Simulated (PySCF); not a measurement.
**Electronic structure of Lu²⁺ (lutetium, charge +2) at the UHF level**

Configuration: [Xe] 4f14 6s1, 2S determinant. Calculation: PySCF 2.14, in x2c-TZVPPall (11s7p7d2f2g, 99 functions); scalar relativity by spin-free X2C-1e.

```
Total energy                        : -14557.718194 hartree
One-electron energy                 : -19954.1521 hartree
Hartree (Coulomb) energy            : 5696.3858 hartree
Exchange energy                     : -299.9519 hartree
⟨S²⟩                                : 0.7504
⟨L²⟩                                : 0.000
Sum of ⟨r⟩                          : 37.48 bohr
Sum of ⟨r²⟩                         : 43.44 bohr²
Langevin diamagnetic susceptibility : -34.4 ×10⁻⁶ cm³/mol
```

```tsv
shell	electrons	mean orbital energy (eV)	rms radius, mean of both spins (bohr)
1s α	1	-63659.5	0.0219
1s β	1	-63659.5	0.0219
2s α	1	-10984.2	0.0884
2s β	1	-10984.2	0.0884
2p α	3	-9685.6	0.0801
2p β	3	-9685.6	0.0801
3s α	1	-2560.4	0.227
3s β	1	-2560.4	0.227
3p α	3	-2161.9	0.228
3p β	3	-2161.9	0.228
3d α	5	-1669.6	0.208
3d β	5	-1669.5	0.208
4s α	1	-552.81	0.509
4s β	1	-552.71	0.509
4p α	3	-419.12	0.541
4p β	3	-419.09	0.541
4d α	5	-239.02	0.592
4d β	5	-239.00	0.592
5s α	1	-90.906	1.26
5s β	1	-90.567	1.26
5p α	3	-56.164	1.48
5p β	3	-55.989	1.48
4f α	7	-39.609	0.794
4f β	7	-39.586	0.794
6s α	1	-19.995	3.41
```

Spin-orbit coupling, which splits the p, d and f shells strongly at this Z, is absent.

Densities and radii are taken from the X2C orbitals without a picture-change correction, which distorts them close to the nucleus.
